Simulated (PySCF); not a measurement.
Al(H)(Cl)(NMe2) (C2H7AlClN), SMILES C[N](C)[AlH][Cl]. Geometry optimised at PBE-D3(BJ)/def2-SVP. The structure was generated by enumeration; whether it is a known compound was not checked. The values are those of a single conformer.

Calculation: PySCF with PBE-D3(BJ)/def2-SVP.

Harmonic wavenumbers (cm⁻¹): 89, 119, 205, 250, 251, 293, 352, 433, 503, 608, 682, 997, 1052, 1072, 1125, 1198, 1264, 1379, 1398, 1404, 1409, 1426, 1451, 1934, 2896, 2902, 2947, 2957, 3033, 3054. Rotational constants (GHz): 6.515, 1.606, 1.310; symmetry number 1.

Task: Work out the zero-point energy and the ideal-gas rigid-rotor harmonic-oscillator thermochemistry at 298.15 K and 1 atm.

Result: ZPE = ½ Σ hcν = ½ × 38684 cm⁻¹ = 55.30 kcal/mol. H − E(el) = 60.64 kcal/mol. Entropy in cal/(mol K): translation 39.93, rotation 27.55, vibration 17.68, total 85.16. G − E(el) = 35.25 kcal/mol. Cp = 27.24 cal/(mol K). Modes under 150 cm⁻¹ make the vibrational entropy uncertain.
